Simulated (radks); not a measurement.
The antimony anion Sb- inside a hard spherical wall (all orbitals vanish at R), configuration held at [Kr] 4d10 5s2 5p4 and not refilled when levels cross. Calculated with a radial shooting solver on a logarithmic mesh with Libxc functionals: scalar-relativistic Kohn-Sham, PBE, spin-unpolarised, spherical densities, finite nucleus; Fermi nuclear charge, rms radius 4.6802 fm. Eigenvalues in eV, with the zero of energy where the potential of the charges vanishes at infinity; a dash marks a level that is unbound or too diffuse for the functional's potential to be trusted. A positive occupied level is held by the wall or, in an anion where self-interaction has pushed it up, behind a barrier. The pressure on the wall is -dE/dV.

R (bohr)  E (hartree)  kinetic (hartree)    e(4p)    e(4d)   e(5s)   e(5p)  e(6s, empty)  e(5d, empty)  pressure (GPa)
20        -6481.33537           6778.345  -95.333  -27.055  -6.649   0.846         2.089         2.697        < 0.0001
15        -6481.33506           6778.347  -95.275  -26.997  -6.594   0.894         2.675         3.753         0.00172
12        -6481.33376           6778.354  -95.131  -26.853  -6.464   1.010         3.393         4.862          0.0151
10        -6481.32993           6778.372  -94.854  -26.577  -6.222   1.230         4.360         6.020          0.0824
8         -6481.31351           6778.448  -94.104  -25.832  -5.602   1.828         6.531         7.957           0.600
5         -6481.03258           6779.601  -88.843  -20.664  -1.529   6.513        21.650        17.196            29.5
3.5       -6479.58923           6784.741  -77.724  -10.004   9.018  19.820        62.011        38.350             443
3         -6477.80148           6790.818  -69.498   -2.215  19.149  32.440        97.875        56.669            1380
2.5       -6473.37442           6805.694  -55.026   11.734  41.142  59.020        167.54        92.167            5260
